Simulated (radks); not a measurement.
Task: The antimony ion Sb2+ is in [Kr] 4d10 5s2 5p1. Calculated with a radial shooting solver on a logarithmic mesh with Libxc functionals: scalar-relativistic Kohn-Sham, LDA (Slater exchange, Perdew-Wang correlation), spin-polarised, spherical densities, finite nucleus; Fermi nuclear charge, rms radius of each element as measured or else 0.836 A^(1/3) + 0.57 fm. Open shells are filled with parallel spins first. One electron is removed from 4d, 5s, 4p, 5p in turn, with full relaxation. Which removal costs least, and what does each cost?

Result: 5p 24.974 eV; 5s 34.209 eV; 4d 60.420 eV; 4p 129.54 eV. The 5p electron leaves first.
